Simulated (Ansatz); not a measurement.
ClGeH3O2 (`[OH][GeH]([OH])[Cl]`) at its PBE0-D4/def2-TZVP geometry, where that method's forces vanish. Charge 0, multiplicity 1.

```xyz
7

O     1.3978   -0.4647   -0.3086
Ge   -0.1949    0.2887   -0.2935
O    -0.4424    0.9962    1.2901
Cl   -1.6075   -1.2935   -0.6644
H     1.3864   -1.3399   -0.7049
H    -0.3764    1.3970   -1.3224
H    -0.1630    0.4161    2.0038
```

(1) What forces (eV/Å) does r2SCAN-D4/def2-TZVPP give on these atoms in Ansatz 0.2.0? (Estimate.)

## Answers

(1) Computed: 
```
O1   0.099  0.020  0.032
Ge2 -0.031  0.033 -0.102
O3  -0.017  0.098  0.030
Cl4 -0.054 -0.053 -0.014
H5  -0.017 -0.032 -0.018
H6   0.006 -0.022  0.051
H7   0.014 -0.044  0.022
```
